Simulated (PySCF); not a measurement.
# Heteronuclear NMR

Molfile (atoms numbered from 1):
```
C5H6Cl2Si
     RDKit          3D

 14 14  0  0  0  0  0  0  0  0999 V2000
    2.8692    0.2030   -1.2793 Cl  0  0  0  0  0  0  0  0  0  0  0  0
    2.0476   -0.2122    0.2531 C   0  0  0  0  0  0  0  0  0  0  0  0
    2.4074   -1.9147    0.6623 Cl  0  0  0  0  0  0  0  0  0  0  0  0
    0.5801   -0.0111    0.1243 C   0  0  0  0  0  0  0  0  0  0  0  0
   -0.1301    0.8364    0.8822 C   0  0  0  0  0  0  0  0  0  0  0  0
   -1.9474    0.7608    0.3678 Si  0  0  0  0  0  4  0  0  0  0  0  0
   -1.4849   -0.5275   -0.9307 C   0  0  0  0  0  0  0  0  0  0  0  0
   -0.1706   -0.7650   -0.8791 C   0  0  0  0  0  0  0  0  0  0  0  0
    2.4931    0.4064    1.0340 H   0  0  0  0  0  0  0  0  0  0  0  0
    0.3267    1.4384    1.6490 H   0  0  0  0  0  0  0  0  0  0  0  0
   -2.4163    2.0271   -0.1928 H   0  0  0  0  0  0  0  0  0  0  0  0
   -2.8038    0.2476    1.4356 H   0  0  0  0  0  0  0  0  0  0  0  0
   -2.1279   -1.0296   -1.6334 H   0  0  0  0  0  0  0  0  0  0  0  0
    0.3563   -1.4603   -1.5153 H   0  0  0  0  0  0  0  0  0  0  0  0
  1  2  1  0
  2  3  1  0
  2  4  1  0
  4  5  2  0
  5  6  1  0
  6  7  1  0
  7  8  2  0
  8  4  1  0
  2  9  1  0
  5 10  1  0
  6 11  1  0
  6 12  1  0
  7 13  1  0
  8 14  1  0
M  END
```

PySCF 2.14 calculation with geometry from GFN2-xTB and PBE0/pcSseg-1 with gauge-including orbitals; fast rotation and ring inversion assumed for equivalent nuclei, no relativistic terms, single conformer, in vacuum.

**Question.** Where does $^{29}$Si resonate?

**Answer.** 
| atoms | environment | σ (ppm) | δ (ppm) |
| --- | --- | --- | --- |
| Si6 | silicon bonded to 2 C, 2 H, in a 5-membered ring | 388.1 | -39.0 |

Shieldings were converted by a linear fit to measured shifts: $^{29}$Si (scatter 8.9 ppm rms, 25.8 ppm with the 6 outliers that the fit left out vs TMS, solution or neat liquid). A few per cent of atoms miss by over 2 rms, more outside the fitted compound classes.

On a 500 MHz spectrometer $^{29}$Si resonates near 99.3 MHz, so 1 ppm is 99.3 Hz.
